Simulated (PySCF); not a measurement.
# Nb (niobium, neutral) across methods

[Kr] 4d3 5s1 5p1, one real determinant (an excited configuration). Calculation: PySCF 2.14, in aug-cc-pVTZ-DK (9s8p6d3f2g, 102 functions); scalar relativity by spin-free X2C-1e.

| method | E (hartree) | mean ε 4d α (eV) | mean ε 5s α (eV) | mean ε 5p α (eV) | Σ⟨r²⟩ (bohr²) | ⟨S²⟩ |
| --- | --- | --- | --- | --- | --- | --- |
| PBE | -3818.77 | -6.361 | -5.867 | -2.435 | 70.80 | 8.751 |
| PBE0 | -3818.84 | -7.953 | -6.666 | -3.047 | 70.42 | 8.751 |
| LDA | -3814.54 | -6.157 | -5.983 | -2.461 | 70.08 | 8.750 |
| UHF | -3817.07677 | -11.529 | -8.655 | -4.770 | 71.18 | 8.755 |
| r2SCAN | -3819.16 | -7.006 | -6.135 | -2.522 | 70.12 | 8.752 |
| CAM-B3LYP | -3819.36 | -9.109 | -7.722 | -3.853 | 70.43 | 8.751 |

⟨L²⟩ = 13.16 against 20 for a pure G term, so this real determinant mixes terms.
